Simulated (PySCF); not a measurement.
Sn(F)(Br)(OH)2, SMILES [F][Sn]([OH])([OH])[Br] (H2BrFO2Sn) at its PBE0/def2-SVP optimised geometry (Å):

```
7

O     -1.6149    -1.8296    -1.5934
Sn    -0.9422    -0.9216     0.0000
O     -1.7831    -1.7444     1.5687
F     -1.5081     0.9216     0.0000
Br     1.5081    -0.9216     0.0000
H     -2.5070    -2.1695    -1.4408
H     -1.7023    -1.1921     2.3572
```

Level of theory: PBE0/def2-TZVP, def2 effective core potentials past Kr run with PySCF. The core electrons that the potentials of Sn replace are not part of the density. Cells within 0.4 Å of a nucleus heavier than hydrogen are left out (blank, or x).

Map of the LUMO amplitude (bohr^(-3/2)) on the plane z = 0.0 Å; orbital energy -2.75 eV, overall sign arbitrary:

```
|6666666666666666666666666666666|
|6666666666666666666666666666666|
|6666666666666666666666666666666|
|6666666666666666666666666666666|
|6666666666666666666666666666666|
|6666666666666666666666666666666|
|6666666666666666666666666666666|
|6666666666666666666666666666666|
|6666666677766666666666666666666|
|6666666778766666666666666666666|
|6666666789866666666666666666666|
|66666667xxx45666666666666666666|
|66666666xxx25666666556666666666|
|666666653x035676665555666666666|
|6666666554456777665555666666666|
|6666666666678887654445677776666|
|6666667777777898653335678777666|
|666667778863368864224x788877666|
|66666778884xx3786413xxx99887766|
|66666778885xx3786413xxx99877766|
|6666677788744788642245788877666|
|6666667778888998653335678777666|
|6666666777889987654445677776666|
|6666666677788887665555666666666|
|6666666667777777665555666666666|
|6666666666777776666556666666666|
|6666666666666666666666666666666|
|6666666666666666666666666666666|
|6666666666666666666666666666666|
|6666666666666666666666666666666|
|6666666666666666666666666666666|
```
Scale: ten equal steps from -0.183 (start of '0') to 0.119 (end of '9'), in the order '0123456789'; x runs from -4.00 to 4.00, y from -4.00 (bottom) to 4.00 (top).
